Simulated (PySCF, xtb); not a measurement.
ClGeH6NSi, SMILES N[Si@@H](Cl)[GeH3].

GFN2-xTB in xtb at its own geometry gives an orbital gap of 5.32 eV and a dipole moment of 2.96 D.

The structure is a stationary point at PBE0-D3(BJ)/def2-SVP. The structure was generated by enumeration; whether it is a known compound was not checked. One conformer was computed; it need not be the lowest.

Problem. What does r2SCAN/def2-TZVP (PySCF) give? (An estimate is asked for; the answer gives what the named calculation found.)

Solution. gap 6.31 eV (levels -6.89 and -0.58 eV), dipole 1.96 D.
